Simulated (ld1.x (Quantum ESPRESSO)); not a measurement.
# Before and after: RRKJ potential for K

| Quantity | Value |
| --- | --- |
| Element | K |
| Generator | ld1.x (Quantum ESPRESSO) 7.5 |
| Type | norm-conserving RRKJ (Kleinman–Bylander form) |
| Functional | PBE |
| Relativity | scalar-relativistic |
| Frozen core | [Ar] |
| Valence charge | 1 |
| Reference configuration | 3d0 4s0.5 4p0 (charge +0.5) |
| Partial waves | 4p (bound, empty): rc 3.40 bohr; 3d (bound, empty): rc 4.20 bohr; 4s (bound): rc 3.85 bohr |
| Local potential | the s channel |
| Core correction | none |
| rho0 | 0.001 |

All-electron outer shells of the reference configuration (PBE, scalar-relativistic, ld1.x):

```json
{"shell": "3p", "level (eV)": "-21.62", "outermost node (bohr)": "0.45", "outermost maximum (bohr)": "1.15"}
{"shell": "4s", "level (eV)": "-4.28", "outermost node (bohr)": "1.58", "outermost maximum (bohr)": "3.78"}
{"shell": "4p", "level (eV)": "-2.39", "outermost node (bohr)": "1.85", "outermost maximum (bohr)": "5.11"}
{"shell": "3d", "level (eV)": "-1.53", "outermost node (bohr)": "–", "outermost maximum (bohr)": "2.98"}
```

Change: core correction a·sin(br)/r model core inside 3.00 bohr.

Cutoffs: the cutoffs (Ry, on a coarse ladder) from which the occupation-weighted sum of valence levels, in a spherical-Bessel basis at the reference potential, stays within 10 and 1 mRy of its value at 400 Ry; they do not see the model core or the augmentation charge, which bear on the density cutoff. Errors are all-electron minus pseudo energies relative to the spin-unpolarised reference configuration.

Question: How do hardness, ghosts and transferability respond?

Answer: Both files are so soft that the ladder of cutoffs tells neither apart; of the 4 tests that both files solve, the error grows in 0 and shrinks in 4 by more than 15 % and 0.3 meV (median size 26.3 → 3.1 meV); neither file shows a bound ghost. Exchange and correlation are not linear in the density, so unscreening with the valence charge alone errs where core and valence overlap; a model core restores that term. A model core, the more so a compact one, raises the density cutoff, which this test does not measure.

| quantity | base | changed |
| --- | --- | --- |
| cutoff, loose | 6 Ry | 6 Ry |
| cutoff, tight | 6 Ry | 6 Ry |
| bound ghosts | none | none |
| error for 3d0 4s1 4p0, meV [ΔE -1.64 eV] | +22 | +3.5 |
| error for 3d0 4s0 4p1, meV [ΔE -0.09 eV] | +31 | +2.7 |
| error for 3d1 4s0 4p0, meV [ΔE 0.82 eV] | +84 | +5.8 |
| error for 3d0.5 4s0.5 4p0, meV [ΔE -0.42 eV] | +14 | +0.5 |
| s: phases at 4.54 bohr within 0.05 rad from the reference energy up to (Ry; the scan ends near 5) | 0.7 | 0.7 |
| p: phases at 4.54 bohr within 0.05 rad from the reference energy up to (Ry; the scan ends near 5) | n/a | n/a |
| d: phases at 4.54 bohr within 0.05 rad from the reference energy up to (Ry; the scan ends near 5) | 0.2 | 0.2 |
